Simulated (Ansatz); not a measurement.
Stepwise reaction of `[Cl][Al]([Cl])[Br]` with hydrogen fluoride, as a gas-phase model of exchange steps in deposition or etching. ΔE in kJ/mol; ΔG adds harmonic PBE0-D4 terms to CCSD(T)/CBS, at 1 bar.

Isolated molecules relaxed with PBE0-D4/def2-TZVP in Ansatz; ΔE leaves out vibrations. CCSD(T)/CBS is the MP2 limit (def2-TZVPP, def2-QZVPP) plus CCSD(T) − MP2 in def2-TZVPP, frozen cores. This one scheme is used for every species. DFT in def2-TZVPP. B3LYP here is the variant with VWN-RPA as its local correlation; programs differ in this. For Br outer-core shells are correlated without core-valence functions, which leaves a few kJ/mol of doubt a bond. Scalar relativity is left out up to krypton.

```csv
step,reaction,PBE-D4,B3LYP-D4,ωB97M-V,CCSD(T)/CBS,ΔG(500 K)
2,`[F][Al]([Cl])[Br]` + H–F → `[F][Al]([F])[Br]` + HCl,-17.0,-23.0,-20.3,-18.9,-21.6
```

(1) Give the row of step 1, `[Cl][Al]([Cl])[Br]` + H–F → `[F][Al]([Cl])[Br]` + HCl. (Best estimate.)

(2) By hand: ΔE of the 2 steps together at CCSD(T)/CBS.

## Answers

(1) The calculation gave: 
| step | reaction | PBE-D4 | B3LYP-D4 | ωB97M-V | CCSD(T)/CBS | ΔG(500 K) |
| --- | --- | --- | --- | --- | --- | --- |
| 1 | `[Cl][Al]([Cl])[Br]` + H–F → `[F][Al]([Cl])[Br]` + HCl | -17.4 | -23.5 | -21.0 | -18.7 | -27.2 |

(2) (-18.7) + (-18.9) = -37.6 kJ/mol, or -18.8 kJ/mol a step.

In ΔE the steps differ by no more than 0.2 kJ/mol. All are downhill at CCSD(T)/CBS. ΔG lies between -27.2 and -21.6 kJ/mol a step. PBE-D4 differs from CCSD(T)/CBS by 1.3 to 1.9 kJ/mol a step. Isolated molecules leave out the surface, adducts and barriers. Largest T1 diagnostic: 0.010.
